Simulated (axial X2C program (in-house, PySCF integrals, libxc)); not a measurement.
# NMoN: properties at the nuclei

Computed with an axial X2C code built on PySCF integrals: two-component X2C with atomic mean-field Coulomb and Gaunt terms, Gaussian nuclei, basis N dyall-av3z, Mo dyall-v3z with contracted cores.

N–Mo–N held linear, with bonds 1.786 and 1.786 Å (near the PBE0 minimum at charge 0 of the determinant lowest at the starting distance; the state shown can have its own minimum elsewhere, held linear; other orders of the atoms were not compared).

Determinant lowest in the PBE0 search, Ω = 1 (⟨Sz⟩ = 0.00, ⟨Lz⟩ = 1.00 at PBE0), spin on the atoms N 0.72, Mo -1.45, N 0.72:

```tsv
level	A∥/gI N (MHz)	qzz N (a.u.)	A∥/gI Mo (MHz)	qzz Mo (a.u.)
PBE0	190	-0.09	1460	-3.75
HF	316	0.19	1490	-4.29
LDA	158	-0.17	1100	-4.27
```

A∥ (defined per Ω) follows by multiplying with gI = μI/(I μN); qzz is the electric field gradient, eQq0 = 234.96 MHz × Q/barn × qzz. The operators were transformed with the bare-nucleus X2C matrices; with these basis sets, hyperfine constants and field gradients can be off by tens of per cent, and where levels differ in sign neither size nor sign is settled.

Q: With gI(95Mo) = -0.3657, Q(95Mo) = -0.022 barn (g factors from the IAEA table of nuclear moments by Stone; Q from Pyykkö, Mol. Phys. 2018), turn the PBE0 values of the first state into constants in MHz.

A: A∥(95Mo) = 1460 × -0.3657 = -534 MHz; eQq0(95Mo) = 234.96 × (-0.022) × (-3.75) = 19.4 MHz.

The molecule was held linear; bending was not examined, so a bent shape may lie lower.

Each state is one determinant with collinear spin, which with several unpaired electrons need not be a pure state. Unrestricted Hartree–Fock can overshoot spin polarisation at the nuclei. With several open shells hyperfine constants can be off by a factor of several. In the state Ω = 1 the atomic spins oppose each other (0.72, -1.45, 0.72): a broken-symmetry determinant whose values are not spin-projected. Open-shell Ω = 0 determinants with evenly filled partner blocks cannot be reached by this program, so the Ω shown need not be the lowest component. The search compared states at one distance, so a state with another bond length can lie lower. Further determinants of the search, some of them spin-mixed, are not shown. Where a field gradient or hyperfine factor spreads by more than a factor of two over the levels, a constant derived from it is not to be relied on.
